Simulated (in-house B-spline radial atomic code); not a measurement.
## BSE on G0W0@HF excitations of Ne

Method: BSE on G0W0@HF. Computed with a B-spline radial code for spherical atoms: linear response of the closed shell [He] 2s2 2p6 with a statically screened interaction on G0W0 levels; non-relativistic, point nucleus, no spin-orbit coupling, no double excitations, S, P, D and F terms only. Only terms of natural parity with L up to 3 were computed.

Only levels near the gap carry their own quasi-particle shift, so the BSE energies are approximate.

Command:
```bash
python run_td.py task.json out
```
Settings (radii: box in bohr, nucleus in fm):
```
Z                        10
electrons                10
configuration            [He] 2s2 2p6
hamiltonian              nr
method                   bse
box_radius               75
intervals                55
```

Cost of the run: 24 s on 1 thread of Arm Neoverse N1, with other jobs on the host.

The lowest states, in the order of their Tamm-Dancoff energies; the method's threshold (minus the highest G0W0 level) is 21.927 eV. Labels give the largest channel, * marks a mixed state, and oscillator strengths are full-response dipole values. Energies in eV:

```json
{"state": "2p → 3s 3P", "full response": "17.060", "Tamm-Dancoff": "17.068", "oscillator strength": "-"}
{"state": "2p → 3s 1P", "full response": "17.327", "Tamm-Dancoff": "17.333", "oscillator strength": "0.135"}
{"state": "2p → 3p 3S", "full response": "18.690", "Tamm-Dancoff": "18.709", "oscillator strength": "-"}
{"state": "2p → 3p 3D", "full response": "18.929", "Tamm-Dancoff": "18.936", "oscillator strength": "-"}
{"state": "2p → 3p 1D", "full response": "19.030", "Tamm-Dancoff": "19.031", "oscillator strength": "-"}
{"state": "2p → 3p 1S", "full response": "19.348", "Tamm-Dancoff": "19.393", "oscillator strength": "-"}
{"state": "2p → 4s 3P", "full response": "20.042", "Tamm-Dancoff": "20.044", "oscillator strength": "-"}
{"state": "2p → 4s 1P", "full response": "20.102", "Tamm-Dancoff": "20.104", "oscillator strength": "0.0252"}
{"state": "2p → 3d 3P", "full response": "?", "Tamm-Dancoff": "?", "oscillator strength": "-"}
{"state": "2p → 3d 3F", "full response": "?", "Tamm-Dancoff": "?", "oscillator strength": "-"}
{"state": "2p → 3d 1P", "full response": "20.402", "Tamm-Dancoff": "20.403", "oscillator strength": "0.0198"}
{"state": "2p → 3d 1F", "full response": "20.404", "Tamm-Dancoff": "20.404", "oscillator strength": "-"}
{"state": "2p → 4p 3S", "full response": "20.490", "Tamm-Dancoff": "20.496", "oscillator strength": "-"}
{"state": "2p → 4p 3D", "full response": "20.555", "Tamm-Dancoff": "20.556", "oscillator strength": "-"}
{"state": "2p → 4p 1D", "full response": "20.585", "Tamm-Dancoff": "20.586", "oscillator strength": "-"}
{"state": "2p → 4p 1S", "full response": "20.695", "Tamm-Dancoff": "20.711", "oscillator strength": "-"}
```

(1) Where does 2p → 3d 3F lie?

(2) Where does 2p → 3d 3P lie?

(3) How large is the singlet-triplet splitting of 2p → 3s (P terms) in Tamm-Dancoff?

(4) What polarisabilities and dispersion coefficient does the method give?

## Answers

(1) At 20.402 eV in full response, 20.402 eV in Tamm-Dancoff.

(2) At 20.390 eV in full response, 20.390 eV in Tamm-Dancoff.

(3) 0.265 eV, from the unrounded values.

(4) Dipole 2.366 bohr³, quadrupole 6.373 bohr⁵, C6 5.388 hartree·bohr⁶ for two such species. Recommended dipole value: 2.6611 ± 3e-05 bohr³ (Schwerdtfeger and Nagle, table of static dipole polarizabilities (2023 update)), which includes relativity and correlation.
